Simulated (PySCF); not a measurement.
Identify the unknown among the candidates.

All candidates are C6H7NO.

* UV, strongest line: among the 8 lowest singlet transitions: S3 at 4.78 eV (259 nm, f = 0.288) [TDDFT CAM-B3LYP/def2-SVPD]
* Rotational structure: rotational constants A, B, C: 5.821, 1.543, 1.229 GHz [GFN2-xTB]
* Triplet: lowest triplet excitation (Tamm–Dancoff): 2.67 eV [TDA CAM-B3LYP/def2-SVPD]
* UV, first state: lowest singlet excitation: 4.34 eV (285 nm, f = 0.020) [TDDFT CAM-B3LYP/def2-SVPD]
* 13C NMR: chemical shifts (computed TMS as zero) by class: 144.0 (2 C), 134.3 (1 C), 133.0 (2 C), 22.3 (1 C) ppm [GIAO PBE0/pcSseg-1]
* 1H NMR: chemical shifts (computed TMS as zero) by class: 8.21 (2 H), 7.15 (2 H), 2.36 (3 H) ppm [GIAO PBE0/pcSseg-1]

The electronic properties come from PySCF, for the isolated species, density fitting. Levels stand in brackets. Geometry: GFN2-xTB; no solvent, vibrations or thermal averaging. NMR values are class means; diastereotopic atoms form classes of their own.

Problem. Which candidate is it?
A. `OCc1ccccn1`
B. `Cc1cc[n+]([O-])cc1`
C. `C=C=C=CC(=O)NC`

Solution. B. It is `Cc1cc[n+]([O-])cc1`. Numbering: `[CH3:1][c:2]1[cH:3][cH:4][n+:5]([O-:6])[cH:7][cH:8]1`. Its formula, C6H7NO, gives 4 degrees of unsaturation: 1 ring and 3 π bonds in the structure found (Kekulé form). 6 carbons fall into 4 classes; from least to most shielded: aromatic CH next to a ring nitrogen [C4/C7] (144.0 ppm, 2 C), substituted aromatic carbon [C2] (134.3 ppm), aromatic CH carbon [C3/C8] (133.0 ppm, 2 C), benzylic-type carbon [C1] (22.3 ppm). Hydrogen classes from least to most shielded: 2 H on 2 like atoms (aromatic CH next to a ring nitrogen), C4/C7 (8.21 ppm), 2 H on 2 aromatic CH carbons, C3/C8 (7.15 ppm), 3 H on a benzylic-type carbon, C1 (2.36 ppm). The optimised geometry has point group Cs and is an asymmetric top.

The others, at the same levels:
- `C=C=C=CC(=O)NC` fails: it has 6 carbon classes against 4; its computed 13C shifts are 183.2 (1 C), 182.5 (1 C), 162.9 (1 C), 117.6 (1 C), 106.1 (1 C), 26.3 (1 C) ppm, 1H shifts are 6.17 (1 H), 5.87 (2 H), 5.41 (1 H), 3.18 (3 H) ppm and rotational constant A is 4.291 GHz (against 5.821 GHz).
- `OCc1ccccn1` fails: it has 6 carbon classes against 4; its computed 13C shifts are 166.4 (1 C), 154.0 (1 C), 142.5 (1 C), 126.5 (1 C), 125.6 (1 C), 67.0 (1 C) ppm, 1H shifts are 8.87 (1 H), 7.97 (1 H), 7.37 (1 H), 7.34 (1 H), 5.22 (2 H), 4.38 (1 H) ppm and rotational constant A is 5.107 GHz (against 5.821 GHz).

Each candidate is one conformer, not necessarily the lowest. The conformers computed, where there is a choice (atom-mapped SMILES and torsion angles):
- `[CH2:1]=[C:2]=[C:3]=[CH:4][C:5](=[O:6])[NH:7][CH3:8]`: C3–C4–C5–O6 179°, C4–C5–N7–C8 180°
- `[OH:1][CH2:2][c:3]1[cH:4][cH:5][cH:6][cH:7][n:8]1`: O1–C2–C3–C4 180°, H–O1–C2–C3 0°
